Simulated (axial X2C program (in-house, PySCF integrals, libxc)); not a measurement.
**Which molecule has these constants?**

All values come from calculations with an in-house all-electron X2C program for linear molecules (integrals from PySCF), spin-free (one-electron X2C) or two-component (2c: spin–orbit coupling with atomic mean-field Coulomb and Gaunt terms, which also bring small scalar terms), in Dyall basis sets with cores contracted in-house; open shells are unrestricted.

A two-component PBE0 calculation in a Dyall 3-zeta basis gave Re = 2.720 Å, ωe = 236.2 cm⁻¹, De = 2.57 eV, Ω = 3/2.

Question: Which molecule is it?
A. MgSe⁺
B. CaSe⁺
C. SrSe⁺
D. BeSe⁺

Answer: C. The others have BeSe⁺ 1.962 Å and 740.6 cm⁻¹ (Ω = 3/2); CaSe⁺ 2.576 Å and 312.1 cm⁻¹ (Ω = 3/2); MgSe⁺ 2.362 Å and 379.8 cm⁻¹ (Ω = 3/2).

Each entry is the lowest single determinant of a limited PBE0 search at one distance. De goes to single-determinant-based atoms at the same level (for ions the charge split of lowest energy) and is withheld (n/a) where an atom does not fit its ground term or J level. Main or longest-lived isotopes. The functionals have no current term, which raises determinants with orbital currents.
